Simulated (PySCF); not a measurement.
AlCl, SMILES [Al][Cl] (connectivity only; charge and spin as stated), charge +1, multiplicity 2. Atoms are numbered in the order given.

```xyz
2

Al     0.0000     0.0000    -1.1466
Cl     0.0000     0.0000     0.8768
```
Charge +1, spin multiplicity 2.

The structure is a stationary point at PBE0-D3(BJ)/def2-TZVPD. The spin state was assumed, not searched.

Calculation: PBE0/def2-TZVPD run with PySCF.

Mulliken values depend strongly on the basis, most of all with diffuse functions as here. Atomic charges (e):

```
atom  meta-Löwdin  Mulliken  Mulliken spin
----  -----------  --------  -------------
Al1          1.08      0.90           0.84
Cl2         -0.08      0.10           0.16
```
